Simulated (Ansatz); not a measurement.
`[O]=[W](=[O])([F])[Cl]` + NH₃ → `[NH2][W](=[O])(=[O])[Cl]` + H–F at 700 K and 1 bar (ligand exchange at a W–F bond).

Computed with Ansatz on PBE0-D4/def2-TZVP structures; ΔE is electronic, products minus reactants. CCSD(T)/CBS adds triple-zeta CCSD(T) − MP2 to the extrapolated MP2 energy (def2 sets, frozen cores). This one scheme is used for every species. def2 core potentials past Kr. For W outer-core shells are correlated without core-valence functions, which leaves a few kJ/mol of doubt a bond. Each species was taken in one conformer, which may not be the lowest.

| species | CCSD(T)/CBS energy (Eh) | H − E (kJ/mol) | S (J/(mol·K)) |
| --- | --- | --- | --- |
| `[O]=[W](=[O])([F])[Cl]` | -777.07652 | 81.9 | 417.7 |
| NH₃ | -56.50880 | 116.9 | 226.5 |
| `[NH2][W](=[O])(=[O])[Cl]` | -733.17837 | 154.4 | 446.1 |
| H–F | -100.39570 | 45.2 | 198.5 |

H − E and S are ideal-gas, rigid-rotor, harmonic terms from PBE0-D4/def2-TZVP, for one conformer and one mirror image of each species. 1 Eh = 2625.50 kJ/mol, R = 8.31446 J/(mol·K).

By hand: ΔE, ΔH, ΔS and ΔG.

ΔE = (-733.17837) + (-100.39570) − (-777.07652) − (-56.50880) = 0.01125 Eh = 29.5 kJ/mol. Δ(H − E) = 154.4 + 45.2 − 81.9 − 116.9 = 0.8, so ΔH = 30.3 kJ/mol. ΔS = 446.1 + 198.5 − 417.7 − 226.5 = 0.4 J/(mol·K). ΔG = 30.3 − 700 × (0.4)/1000 = 30.0 kJ/mol.

By hand: the equilibrium constant, and the temperature at which ΔG would vanish if ΔH and ΔS stayed fixed.

log₁₀ K = −ΔG/(RT ln 10) = -2.2. ΔG = 0 at ΔH/ΔS = 75750 K, far beyond where these terms or the molecules hold.

The number of gas molecules stays the same, so ΔS is small and ΔH decides. A doubt of 5 kJ/mol in ΔE shifts log₁₀ K by 0.4 here. Other conformers and mirror images would add mixing entropy, several J/(mol·K) or more a flexible species. These are equilibria of isolated gas molecules and say nothing of rates. Largest T1 diagnostic: 0.022 (customary marks: 0.02 for closed shells, 0.045 for open ones).
